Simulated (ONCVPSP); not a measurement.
# u(r) = r·R(r): atom against pseudo-atom (iron)

Columns: radius, all-electron u(r) and pseudo u(r) of the 3p shell (level -59.93 eV) of iron in the configuration [Ne] 3s2 3p6 3d6 4s2; LDA (Perdew-Wang 92), scalar-relativistic, ONCV scheme, ONCVPSP 4.0.1.

| r (bohr) | all-electron | pseudo |
| --- | --- | --- |
| 0.070 | -0.3941 | 0.0308 |
| 0.140 | -0.6098 | 0.1193 |
| 0.210 | -0.4496 | 0.2549 |
| 0.280 | -0.0984 | 0.4221 |
| 0.350 | 0.2863 | 0.6018 |
| 0.420 | 0.6204 | 0.7751 |
| 0.490 | 0.8717 | 0.9251 |
| 0.560 | 1.0380 | 1.0401 |
| 0.630 | 1.1291 | 1.1134 |
| 0.700 | 1.1610 | 1.1446 |
| 0.770 | 1.1492 | 1.1382 |
| 0.840 | 1.1070 | 1.1015 |
| 0.910 | 1.0453 | 1.0433 |
| 0.980 | 0.9722 | 0.9717 |
| 1.050 | 0.8937 | 0.8935 |
| 1.120 | 0.8139 | 0.8138 |
| 1.190 | 0.7359 | 0.7357 |
| 1.260 | 0.6613 | 0.6612 |
| 1.330 | 0.5914 | 0.5913 |
| 1.400 | 0.5267 | 0.5266 |
| 1.470 | 0.4675 | 0.4674 |
| 1.540 | 0.4137 | 0.4137 |
| 1.610 | 0.3652 | 0.3652 |
| 1.680 | 0.3218 | 0.3217 |
| 1.750 | 0.2830 | 0.2829 |
| 1.820 | 0.2485 | 0.2484 |

Question: How many radial nodes do the two functions have?

Answer: The all-electron 3p function has n − l − 1 = 1; the pseudo-wave has 0, since the states of the same l below it are removed with the core.

Question: At about which radius was the pseudo-wave matched?

Answer: 1.10 bohr. The columns agree to 0.0005 from 0.98 bohr on; several derivatives are matched, so the curves merge somewhat inside the radius.

Question: Is the pseudo-wave norm-conserving?

Answer: Yes: the ONCV scheme keeps the norm inside the radius equal to the all-electron one, which fixes the energy derivative of the logarithmic derivative at the level.
